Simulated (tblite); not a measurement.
CH$_{4}$S, charge +1, doublet, at a GFN2-xTB geometry (a state made from the parent by changing its charge; the spin is typed, not shown lowest); GFN1-xTB (tblite 0.6.0).

Here is a job for tblite.
```
$ tblite run mol.xyz --method gfn1 --charge 1 --spin 1 --spin-polarized --json tblite.json --no-restart

# file mol.xyz
6

C     -0.07388241     1.11980998     0.01035255
S     -0.04134435    -0.65009848    -0.00670276
H      1.30919756    -0.80487041     0.00288752
H     -1.10858026     1.45936870     0.00516795
H      0.44489002     1.50553466     0.89456842
H      0.45929671     1.52268287    -0.85749509
```

The log (banner, timings and long lists left out):

```
xTB calculator
 | screened Coulomb repulsion
 | Coulomb electrostatics
 |  * isotropic Klopman-Ohno-Mataga-Nishimoto electrostatics
 |  * onsite third-order electrostatics
 | DFT-D3(BJ) dispersion correction
 | Interactions (1)
 | [1] spin polarization

halogen bonding energy    0.0000000000000E+00 Eh
repulsion energy          6.6610682518527E-02 Eh
dispersion energy        -1.1626440280856E-03 Eh
interaction energy        0.0000000000000E+00 Eh
number of electrons       1.3000000000000E+01 e
integral cutoff           1.9731147476801E+01 bohr

------------------------------------------------------------
  cycle        total energy    energy error   density error
------------------------------------------------------------
      1     -7.379795181066  -7.4452432E+00   3.3517415E-01
      2     -7.384874007871  -5.0788268E-03   1.6385947E-01
      3     -7.366834798158   1.8039210E-02   1.5543428E-01
      4     -7.398751676444  -3.1916878E-02   3.0880161E-02
      5     -7.400144873895  -1.3931975E-03   6.1637227E-03
      6     -7.400073548436   7.1325459E-05   6.8628361E-03
      7     -7.400148039554  -7.4491118E-05   1.3644575E-03
      8     -7.400151540535  -3.5009806E-06   3.7466569E-04
      9     -7.400151813621  -2.7308617E-07   9.0109782E-05
     10     -7.400151814442  -8.2093710E-10   5.2663434E-05
     11     -7.400151819576  -5.1341473E-09   5.9211392E-06
------------------------------------------------------------

electronic energy        -7.4655998580666E+00 Eh
total energy             -7.4001518195761E+00 Eh

Post processing:
 | Mayer-Wiberg bond orders

[Info] JSON dump of results written to 'tblite.json'
```
